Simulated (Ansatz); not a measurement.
`COB[SiH3]` + CH₃NH₂ → `CNB[SiH3]` + CH₃OH at 600 K and 1 bar (ligand exchange at a B–O bond).

Isolated molecules relaxed with PBE0-D4/def2-TZVP in Ansatz; ΔE leaves out vibrations. CBS: MP2 limit from def2 TZ/QZ plus the TZ coupled-cluster correction, frozen cores. This one scheme is used for every species. One conformer a species, not always the lowest.

```tsv
species	CCSD(T)/CBS energy (Eh)	H − E (kJ/mol)	S (J/(mol·K))
`COB[SiH3]`	-431.31805	268.8	421.8
CH₃NH₂	-95.75281	199.3	283.8
`CNB[SiH3]`	-411.45901	305.5	422.3
CH₃OH	-115.61712	163.6	277.3
```

H − E and S are ideal-gas, rigid-rotor, harmonic terms from PBE0-D4/def2-TZVP, for one conformer and one mirror image of each species. 1 Eh = 2625.50 kJ/mol, R = 8.31446 J/(mol·K).

Question: By hand: ΔE, ΔH, ΔS and ΔG.

Answer: ΔE = (-411.45901) + (-115.61712) − (-431.31805) − (-95.75281) = -0.00527 Eh = -13.8 kJ/mol. Δ(H − E) = 305.5 + 163.6 − 268.8 − 199.3 = 1.0, so ΔH = -12.8 kJ/mol. ΔS = 422.3 + 277.3 − 421.8 − 283.8 = -6.0 J/(mol·K). ΔG = -12.8 − 600 × (-6.0)/1000 = -9.2 kJ/mol.

Question: By hand: the equilibrium constant, and the temperature at which ΔG would vanish if ΔH and ΔS stayed fixed.

Answer: log₁₀ K = −ΔG/(RT ln 10) = 0.8. ΔG = 0 at ΔH/ΔS = 2133 K, though so small a ΔS makes that figure unsure.

The number of gas molecules stays the same, so ΔS is small and ΔH decides. A doubt of 5 kJ/mol in ΔE shifts log₁₀ K by 0.4 here. Other conformers and mirror images would add mixing entropy, several J/(mol·K) or more a flexible species. These are equilibria of isolated gas molecules and say nothing of rates. Largest T1 diagnostic: 0.014 (customary marks: 0.02 for closed shells, 0.045 for open ones).
